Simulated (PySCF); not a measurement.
Static response to an electric field

Compound: Ta(NH)(CH2SiH3)3, C₃H₁₆NSi₃Ta (singlet state).
Structure used (PBE0-D3(BJ)/def2-SVP), in Å, numbered top down from 1:
```
atom  x, y, z in Å
Ta1   -0.0013   -0.0192   -0.1199
N2    -0.0177   -0.0177    1.6418
H3    -0.0319   -0.0176    2.6546
C4     2.0430   -0.3737   -0.6970
Si5    3.3104    0.6945    0.1824
H6     2.2798   -1.4347   -0.4869
H7     2.1099   -0.2271   -1.7946
H8     2.8596    2.1241    0.2094
H9     3.4863    0.2318    1.5908
H10    4.6463    0.6710   -0.4975
C11   -0.7029    1.9256   -0.7167
Si12  -2.2138    2.5399    0.2095
H13    0.1231    2.6441   -0.5491
H14   -0.9014    1.8919   -1.8075
H15   -3.2502    1.4601    0.2932
H16   -1.8362    2.9407    1.5973
H17   -2.8601    3.7124   -0.4654
C18   -1.3313   -1.6015   -0.7234
Si19  -1.1346   -3.1921    0.2511
H20   -2.3694   -1.2371   -0.5985
H21   -1.1667   -1.7849   -1.8048
H22    0.3171   -3.5379    0.3925
H23   -1.7181   -3.0343    1.6162
H24   -1.7977   -4.3589   -0.4176
```

Level: PBE0/def2-SVPD (PySCF), static field, nuclei fixed, core orbitals frozen in the response. The polarisability tensor in these axes (au):

```
x   188.73   0.75  -0.42
y     0.75 188.80  -0.36
z    -0.42  -0.36 147.28
```

**Question.** Diagonalise the tensor; give its mean and Δα, where Δα² is half the sum of the squared differences of the eigenvalues.

**Answer.** Principal values 147.27, 188.01 and 189.52 au; mean 174.94 au = 25.92 Å³ = 28.84 × 10⁻⁴⁰ C²·m²/J; Δα = 41.52 au (24 % of the mean).

**Question.** What is the dipole moment, and where does it point?

**Answer.** (0.05, -0.03, -1.79) D, 1.79 D in size, pointing from the negative to the positive side. Measured along this direction, the outermost atoms are H3 at the negative end and H7, H21 and H14 at the positive end.

**Question.** Find the Langevin capture rate constant for NO+ (29.998 u) meeting this molecule (331.007 u), k = 2.342 × 10⁻⁹ cm³/s × √(α in Å³ / reduced mass in u).

**Answer.** The reduced mass is 27.51 u, so k = 2.27 × 10⁻⁹ cm³/s. The formula leaves out the permanent dipole, which adds to the capture rate.

**Question.** Rayleigh depolarisation ratio (linearly polarised light, static tensor)?

**Answer.** ρ = 3Δα²/(45ᾱ² + 4Δα²) = 5171.5/(1377116 + 6895.3) = 0.00374.

**Question.** Along which axes do the principal values lie, and how far do the nuclei extend along each?

**Answer.** Largest value along (0.69, 0.72, -0.01), where the nuclei span 8.09 Å; middle along (0.72, -0.69, 0.00), 7.53 Å; least along (0.01, 0.01, 1.00), 4.49 Å. The response follows the extents in order.

**Question.** Sum over states: ᾱ = Σ f/ω², ω in Eh. What share falls to these 10 lowest TDDFT singlets (eV, f)? 4.64, 0.0001; 4.79, 0.0108; 4.80, 0.0103; 5.08, 0.0006; 5.39, 0.0000; 5.57, 0.0117; 5.57, 0.0126; 5.76, 0.0193; 5.87, 0.0111; 5.88, 0.0100.

**Answer.** They add up to 2.17 au, 1.2 % of the 174.94 au; the largest single term is 0.43 au, from the state at 5.76 eV. Terms in order: 0.00, 0.35, 0.33, 0.02, 0.00, 0.28, 0.30, 0.43, 0.24, 0.21 au. Higher excitations give the rest. The strengths listed sum to 0.087.

**Question.** In a dilute gas of rigid molecules at 250 K, how does the orientational term μ²/3kT compare with the electronic polarisability?

**Answer.** In Gaussian units μ²/3kT = 31.11 Å³ against 25.92 Å³, a ratio of 1.20; the Debye molar polarisation (4π/3)N_A(α + μ²/3kT) is 143.9 cm³/mol, leaving out the vibrational part.

Isolated species at its PBE0-D3(BJ)/def2-SVP geometry, gas phase. Atoms past krypton carry effective core potentials; spin–orbit coupling is left out.
